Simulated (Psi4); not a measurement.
Complex: C2H2 (SMILES C#C) (first 4 atoms) with H2S (SMILES S); geometry from B3LYP-D3(BJ)/def2-TZVP, rigid monomers moved along the line of their centres of mass till C2···H7 is 2.40 Å.
(charge 0, multiplicity 1):
```xyz
7

C      0.519     0.272    -0.157
C     -0.592    -0.149    -0.007
H      1.505     0.646    -0.289
H     -1.579    -0.521     0.127
S      0.150     0.808     3.500
H      0.640    -0.426     3.697
H      0.051     0.621     2.173
```

The numbers are results of SAPT0/jun-cc-pV(D+d)Z (Psi4), not measurements.

Q: Which attractive term is largest, and how does the interaction split up?

A: electrostatics -200.6, exchange 354.9, induction -75.1, dispersion -96.3, total -17.0 meV; the largest attraction is electrostatics.
